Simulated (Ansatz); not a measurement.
Ansatz (an electronic-structure program) input (RI-MP2/aug-cc-pVTZ):
A basis named .json is the Basis Set Exchange file of that set.

Ansatz 0.2 input:
```yaml
crystal:
  periodic: [false, false, false]
  atoms:
    - {symbol: Ge, position_ang: [-0.01666714, -0.01482603, -0.00106166]}
    - {symbol: O, position_ang: [-1.31849404, -1.17284874, -0.08398536]}
    - {symbol: F, position_ang: [-0.21855309, 1.53016977, -0.58608032]}
    - {symbol: F, position_ang: [1.44980874, -0.43492277, 0.66450878]}
basis:
  gaussian:
    orbitals: aug-cc-pVTZ
    fitting: {mean_field: def2-universal-jkfit, correlation: aug-cc-pVTZ-RIFIT.json}
total_charge: 1
magnetization: {spin_polarized: true, initial_magnetization: 1}
correlation: {method: mp2, electrons: outside_noble_gas}
```

Output:

```
Functional definition: HF
integrals: 0.18 GiB planned
497 factors; integrals over basis functions are off by at most 8.9e-1 eV
509 factors; integrals over basis functions are off by at most 1.3e2 eV
mean field: 0.69 GiB planned
mean field evaluation 1: about -63911.5145 eV, gradient 4.7e1 eV
mean field evaluation 2: about -63914.6677 eV, gradient 3.5e1 eV
mean field evaluation 4: about -63917.7721 eV, gradient 1.0e0 eV
mean field evaluation 8: about -63917.7812 eV, gradient 2.0e-6 eV
mean field evaluation 16: about -63917.6282 eV, gradient 2.7e0 eV
mean field evaluation 32: about -63917.4670 eV, gradient 3.1e0 eV
mean field -63917.78124004 eV, -2348.9351355432 hartree, gradient 2.0e-6 eV, S^2 0.762816; 6 other end points of the search recorded, 0 dependent functions left out
17 core orbitals not correlated
reference -63917.78124004 eV, -2348.9351355432 hartree; 12, 11 occupied and 168, 169 virtual orbitals, 509 factors
second order -21.79812893 eV of doubles, -0.00000000 eV of singles
Total energy: -63939.57936897 eV, -2349.7362020060 hartree
```
